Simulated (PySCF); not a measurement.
# N+ (nitrogen, charge +1): UHF calculation

Configuration: [He] 2s2 2p2, high-spin 3P determinant. Calculation: PySCF 2.14, in dyall-av3z; scalar relativity by spin-free X2C-1e.

```
Total energy                                                  : -53.923354 hartree
One-electron energy                                           : -70.1002 hartree
Hartree (Coulomb) energy                                      : 22.3970 hartree
Exchange energy                                               : -6.2201 hartree
⟨S²⟩                                                          : 2.0069
⟨L²⟩                                                          : 2.012
Sum of ⟨r⟩                                                    : 5.445 bohr
Sum of ⟨r²⟩                                                   : 7.745 bohr²
Traceless quadrupole moment −½Σ⟨3z² − r²⟩ along its main axis : 0.771 e·bohr²
Langevin diamagnetic susceptibility                           : -6.13 ×10⁻⁶ cm³/mol
```

```csv
shell,electrons,mean orbital energy (hartree),"rms radius, mean of both spins (bohr)"
1s α,1,-16.32839,0.265
1s β,1,-16.25456,0.265
2s α,1,-1.62403,1.37
2s β,1,-1.30697,1.37
2p α,2,-1.11628,1.38
```

Spin-orbit constants ζ (cm⁻¹) from the X2C one-electron operator on these orbitals: bare nucleus, nucleus screened by l(l+1)(2l+1)/3 electrons, and screened by the Breit-Pauli mean field of the electrons.

| shell | bare | screened nucleus | mean field |
| --- | --- | --- | --- |
| 2p | 157.3 | 112.4 | 94.92 |

To first order the Landé constant is A = 47.46 cm⁻¹, so the lowest level has J = 0 and lies 0.0118 eV below the centre of the term. This holds in LS coupling only.
